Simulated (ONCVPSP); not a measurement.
## Mo: from the effect back to the setting (ONCV)

Base potential:

ONCVPSP 4.0.1 input, shortened (lines: element, Z, core and valence counts, functional; n l f; lmax; l rc ep ncon nbas qcut; lloc lpopt rc5 dvloc0; l nproj debl; icmod fcfact rcfact), Wu-Cohen, scalar-relativistic:

```
  Mo 42.00    6    4  -118130      upf
    1    0    2.00
    2    0    2.00
    2    1    6.00
    3    0    2.00
    3    1    6.00
    3    2   10.00
    4    0    2.00
    4    1    6.00
    4    2    5.00
    5    0    1.00
    2
    0    1.90    0.00    4    9    8.40
    1    1.75    0.00    3    8    8.50
    2    1.60    0.00    4    8    5.60
    4    5    1.50    0.00
    0    2    3.30
    1    1    1.80
    2    1    2.60
    3    4.75    1.20
```

Cutoffs, loose and tight: the cutoffs (Ha) at which the residual kinetic energy of the hardest occupied pseudo-wave falls to 1 and 0.1 mHa per electron. They do not see the model core or the augmentation charge, which bear on the density cutoff. Test errors are all-electron minus pseudo excitation energies from the reference, over the configurations 4s2 4p6 4d5 5s0; 4s2 4p6 4d4 5s0; 4s2 4p6 4d3 5s0; 4s2 4p6 4d2 5s0; variants that change the core or the reference have their own tests. The largest error is taken over the tests solved by every variant that gives reliable tests at all, those not shown here included: 4s2 4p6 4d3 5s0; 4s2 4p6 4d4 5s0; 4s2 4p6 4d5 5s0.

Only the scale of all radii but the core radius (base = 1) is moved (1 further runs of the sweep failed or gave no value and are left out):

```csv
scale of all radii but the core radius (base = 1),"cutoff, loose","cutoff, tight",bound ghosts,largest test error (meV)
0.78,37 Ha,133 Ha,none,+8.8
0.86,32 Ha,110 Ha,none,+7.4
0.9,31 Ha,101 Ha,none,+6.8
0.98,27 Ha,86 Ha,none,+5.8 over the solved tests; 1 of 4 tests not solved or not reliable
1.03,21 Ha,75 Ha,none,+5.1
1.06,18 Ha,72 Ha,none,+4.0
1.14,17 Ha,61 Ha,none,+24
1.25,17 Ha,35 Ha,none,+6.1
```

Question: One more run gave cutoff, loose: 17 Ha; cutoff, tight: 44 Ha; bound ghosts: none; largest test error (meV): +7.4. Which value of the scale of all radii but the core radius (base = 1) was used?

Answer: 1.21. The tight cutoff moves one way along this sweep, from 133 Ha at 0.78 to 35 Ha at 1.25, which places the run between 1.14 and 1.25.
